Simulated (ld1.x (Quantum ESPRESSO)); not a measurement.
**PBEsol TM dataset for Ce, fully relativistic all-electron reference.**

- Element: Ce
- Generator: ld1.x (Quantum ESPRESSO) 7.5
- Type: norm-conserving Troullier–Martins (Kleinman–Bylander form)
- Functional: PBEsol
- Relativity: fully relativistic
- Frozen core: [Kr] 4d10
- Valence charge: 12
- Reference configuration: 4f1 5s2 5p6 5d1.5 6s1.5 6p0
- Partial waves: 5s (bound): rc 2.00 bohr; 5p (bound): rc 1.85 bohr; 4f (bound): rc 1.45 bohr; 5d (bound): rc 3.05 bohr
- Local potential: the d channel
- Core correction: a·sin(br)/r model core inside 1.10 bohr

Open shells are filled in proportion to 2j + 1 (rel_dist='average').

Occupied shells without a wave of their own: 6s. They enter only through the test configuration that unscreens the potential, and ld1.x also counts them in the model core charge.

(1) Does this generation succeed?

Answers

(1) No. ld1.x (Quantum ESPRESSO) 7.5 stopped with "run_pseudo: Errors in PS-KS equation": the pseudo-atom solver did not find the valence states with the expected number of nodes, which is the usual sign of a ghost state. Before that it printed "Warning: n=2, l=0 expected 1 nodes, found 2".
